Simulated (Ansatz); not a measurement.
Cartesian coordinates in Å:
```
C -0.726 0.496 1.283
Ta 0.282 -0.051 -0.550
O 0.440 1.427 -1.417
O -0.835 -1.279 -1.485
O 1.988 -0.760 -0.087
H -1.700 0.948 1.068
H -0.139 1.231 1.841
H -0.885 -0.378 1.923
H -1.297 -1.200 -2.320
H 2.872 -0.434 -0.256
```

The species carries charge 0 and has multiplicity 1. Ta takes the def2 core potential.

(1) List the ωB97M-V/def2-TZVPP orbital energies in eV (the Gaussian-basis code of Ansatz). (Best estimate.)

Results:

(1) Ansatz gave: Occupied: -526.53, -526.53, -525.45, -280.78, -78.62, -44.75, -44.47, -44.11, -30.57, -30.26, -27.20, -21.67, -17.16, -17.12, -13.89, -13.86, -13.71, -12.90, -12.81, -12.16, -11.82, -11.77, -11.64, -10.65. Lowest empty: 1.02, 1.50, 1.93, 2.47, 2.86, 2.95, 3.13, 3.38.
